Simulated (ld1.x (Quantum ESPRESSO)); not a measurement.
Before and after: RRKJ potential for Si (Z = 14)

ld1.x (Quantum ESPRESSO) 7.5 input, shortened:

```
&input
   title='Si', zed=14., rel=1, dft='PBE', iswitch=3,
   config='[Ne] 3s2 3p1'
 /
 &inputp
   pseudotype=2, tm=.false., rho0=0.01, lloc=-2, rcloc=2.10,
   nlcc=.true., new_core_ps=.true.
 /
2
3S  1  0   2.00   0.00  1.70  1.70  0.0
3P  2  1   1.00   0.00  2.20  2.20  0.0
 &test
   configts(1)='3s2 3p1'
 /
```

All-electron outer shells of the reference configuration (PBE, scalar-relativistic, ld1.x):

| shell | level (eV) | outermost node (bohr) | outermost maximum (bohr) |
| --- | --- | --- | --- |
| 3s | -19.03 | 0.72 | 1.75 |
| 3p | -11.66 | 0.71 | 2.04 |

Change: wave 3s (bound): rc 1.70 bohr becomes 3s (bound): rc 2.58 bohr.

Cutoffs: the cutoffs (Ry, on a coarse ladder) from which the occupation-weighted sum of valence levels, in a spherical-Bessel basis at the reference potential, stays within 10 and 1 mRy of its value at 400 Ry; they do not see the model core or the augmentation charge, which bear on the density cutoff. Errors are all-electron minus pseudo energies relative to the spin-unpolarised reference configuration.

Task: How do hardness, ghosts and transferability respond?

Result: The potential gets softer (30 Ry and 50 Ry → 15 Ry and 25 Ry); of the 7 tests that both files solve, the error grows in 2 and shrinks in 1 by more than 15 % and 0.3 meV (median size 5.1 → 11.4 meV); neither file shows a bound ghost. A larger radius leaves more room for a smooth pseudo-wave, so fewer plane waves are needed.

| quantity | base | changed |
| --- | --- | --- |
| cutoff, loose | 30 Ry | 15 Ry |
| cutoff, tight | 50 Ry | 25 Ry |
| loose cutoff by channel (10 mRy a level) | s 15 Ry, p 6 Ry | s 10 Ry, p 6 Ry |
| bound ghosts | none | none |
| error for 3s2 3p2, meV [ΔE -7.74 eV] | +3.2 | +3.4 |
| error for 3s2 3p0, meV [ΔE 15.99 eV] | +10 | +11 |
| error for 3s1 3p0, meV [ΔE 49.96 eV] | +51 | +36 |
| error for 3s2 3p1.5, meV [ΔE -4.82 eV] | +1.3 | +1.4 |
| error for 3s2 3p2.3, meV [ΔE -8.67 eV] | +4.1 | +4.2 |
| error for 3s1 3p2, meV [ΔE 7.43 eV] | -5.1 | -12 |
| error for 3s0 3p4, meV [ΔE 6.04 eV] | -18 | -44 |
